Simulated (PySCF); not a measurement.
Here is a computed PBE0-D3(BJ)/def2-SVP geometry (Å):
```
atom  x, y, z in Å
C1     2.5589   -0.6767   -0.1819
N2     1.6432    0.2611    0.4210
C3     0.8782    1.0686   -0.4993
C4    -0.1351    0.3299   -1.3521
C5    -1.3207    1.0750   -1.8779
C6    -2.2454   -0.0572   -2.0377
F7    -1.9713   -1.0632   -2.9225
C8    -1.4941    0.0627   -0.7790
H9     2.0976   -1.4424   -0.8405
H10    3.3003   -0.1305   -0.7884
H11    3.1156   -1.2091    0.6041
H12    1.0223   -0.2154    1.0702
H13    1.5881    1.5919   -1.1637
H14    0.3549    1.8566    0.0717
H15    0.2835   -0.4466   -2.0049
H16   -1.5143    2.1479   -1.8832
H17   -3.3217    0.1474   -2.0189
H18   -1.8497    0.1935    0.2437
```

Charge 0, singlet.

(1) Which heavy atoms are bonded, and with what formal order?

(2) Give the structure as a SMILES string.

(3) Name the point group.

(4) Which rings does it hold?

(5) Describe the place of each heavy atom.

(6) What is the arrangement about C4?

(7) What is the arrangement about C1?

Answers

(1) C1–N2 1.44 Å (single); N2–C3 1.44 Å (single); C3–C4 1.52 Å (single); C4–C5 1.50 Å (single); C5–C6 1.47 Å (single); C6–F7 1.37 Å (single); C6–C8 1.47 Å (single); C4–C8 1.50 Å (single); C5–C8 1.50 Å (single). Bonds to hydrogen (Å): C1–H9 1.11; C1–H10 1.10; C1–H11 1.10; N2–H12 1.02; C3–H13 1.10; C3–H14 1.10; C4–H15 1.10; C5–H16 1.09; C6–H17 1.10; C8–H18 1.09.

(2) `CNC[C@@H]1[C@H]2[C@@H](F)[C@@H]12`, C6H10FN. Among its features: amine, C–F bond and cyclopropane ring.

(3) C1 (no symmetry element, even within 0.4 Å).

(4) C4–C5–C8 (3 members); C5–C6–C8 (3 members).

(5) C1: N-methyl carbon; N2: secondary amine nitrogen; C3: sp3 carbon bound to nitrogen; C4: three-membered-ring carbon; C5/C8: sp3 carbon at a ring junction; C6: sp3 C–F carbon; F7: alkyl fluorine.

(6) It has 4 neighbours (C3, C5, C8, H15) and has angles from 60.3° to 119.0°.

(7) It has 4 neighbours (N2, H9, H10, H11) and is distorted tetrahedral (angles from 107.0° to 115.6°).
